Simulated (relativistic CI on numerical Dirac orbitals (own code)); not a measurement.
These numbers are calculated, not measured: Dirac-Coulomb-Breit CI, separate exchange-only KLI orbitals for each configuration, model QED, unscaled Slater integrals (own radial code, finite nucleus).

The strongest absorption lines from the ground level of an ion, among the configurations computed and to levels below about 243 eV (vacuum wavelength in nm, gf): 5.4126 (0.045), 5.9974 (0.21), 6.2054 (0.18), 6.2682 (0.051), 6.3366 (0.3), 6.3613 (0.18), 6.4516 (0.31), 6.7093 (0.13).

(1) Which ion is it?
A. Pb XLII
B. Os XXXVI
C. Au XXXIX
D. Yb XXX

## Answers

(1) B. Os XXXVI has 41 electrons and the ground level 4s²4p⁶4d⁵ ⁴P5/2; the strongest line goes to 4s²4p⁵4d⁶ ⁴P°5/2. The pattern of lines fixes the number of electrons, and along that sequence the line energies rise steadily with the charge (about as its square where n changes within one kind of shell, about linearly where n is kept but much faster in heavy ions where fine structure, which grows about as Z⁴, sets the gap, and irregularly where shells cross), which fixes Z. Configurations outside the model, such as inner-shell arrays, can give stronger lines. At this charge energies of transitions that change n are usually good to better than 1 %, and those within a shell (Δn = 0) to a few per cent. Terms inside the open d or f shell come out 10 to 20 % too wide with unscaled integrals.

LS names give the leading component of a level, which can be under half, so a name can repeat, a term be missing and a line seem to break the LS rules.
